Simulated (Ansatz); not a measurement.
Consider the formal exchange of groups at the Si–S bond: `S[SiH2][SeH]` + `CC(C)(C)C(=O)O` → `O=C(O)[SiH2][SeH]` + `CC(C)(C)S`.

Gas-phase electronic energies from Ansatz, PBE0-D4/def2-TZVP geometries. CCSD(T)/CBS is the MP2 limit (def2-TZVPP, def2-QZVPP) plus CCSD(T) − MP2 in def2-TZVPP, frozen cores. For Se outer-core shells are correlated without core-valence functions, which leaves a few kJ/mol of doubt a bond. Scalar relativity is left out up to krypton. Each species was taken in one conformer, which may not be the lowest.

`S[SiH2][SeH]`:

```xyz
7

S    -0.561    2.021   -0.045
Si   -0.298   -0.054   -0.435
Se    1.733   -0.705    0.371
H    -0.435    1.893    1.287
H    -1.338   -0.902    0.198
H    -0.393   -0.155   -1.911
H     1.292   -2.098    0.536
```

`CC(C)(C)C(=O)O`:

```xyz
17

C    -0.674    0.512   -1.270
C    -0.118   -0.024    0.052
C    -1.140    0.153    1.165
C     0.249   -1.502   -0.101
C     1.135    0.756    0.405
O     1.302    1.411    1.398
O     2.090    0.645   -0.538
H    -1.586   -0.033   -1.526
H    -0.927    1.572   -1.191
H     0.041    0.387   -2.083
H    -0.755   -0.212    2.117
H    -2.047   -0.405    0.920
H    -1.404    1.203    1.296
H    -0.650   -2.076   -0.340
H     0.976   -1.652   -0.900
H     0.667   -1.903    0.826
H     2.840    1.170   -0.227
```

`O=C(O)[SiH2][SeH]`:

Cartesian coordinates in Å:
```
O -1.734 0.653 -1.211
C -0.767 0.628 -0.500
O 0.048 1.688 -0.342
Si -0.207 -0.897 0.530
Se 1.854 -1.599 -0.117
H -0.299 2.405 -0.897
H -0.241 -0.520 1.964
H -1.141 -2.002 0.230
H 2.487 -0.356 0.344
```

`CC(C)(C)S`:

```xyz
15

C    -0.755    0.965    0.749
C     0.192   -0.030    0.093
C    -0.182   -1.454    0.485
C     0.171    0.126   -1.420
S     1.898    0.209    0.729
H    -0.736    0.865    1.836
H    -0.484    1.993    0.497
H    -1.779    0.792    0.402
H    -0.156   -1.586    1.569
H     0.498   -2.180    0.033
H    -1.195   -1.675    0.138
H    -0.838   -0.060   -1.802
H     0.857   -0.577   -1.896
H     0.460    1.137   -1.717
H     2.049    1.474    0.303
```

| species | CCSD(T)/CBS(def2) energy (Eh) |
| --- | --- |
| `S[SiH2][SeH]` | -3090.01366 |
| `CC(C)(C)C(=O)O` | -346.66244 |
| `O=C(O)[SiH2][SeH]` | -2880.61627 |
| `CC(C)(C)S` | -556.01974 |

Task: Work out ΔE.

Result: ΔE = (-2880.61627) + (-556.01974) − (-3090.01366) − (-346.66244) = 0.04009 Eh = +105.3 kJ/mol.

Largest T1 diagnostic among the species: 0.014.

From PBE to PBE0 (25 % exact exchange), in def2-TZVPP and without D4, ΔE moves by +9.5 kJ/mol. In def2-TZVPP, CCSD(T) changes the Hartree–Fock value by −10.2 kJ/mol (the triples alone add −2.5 kJ/mol) and MP2 by −9.4 kJ/mol.
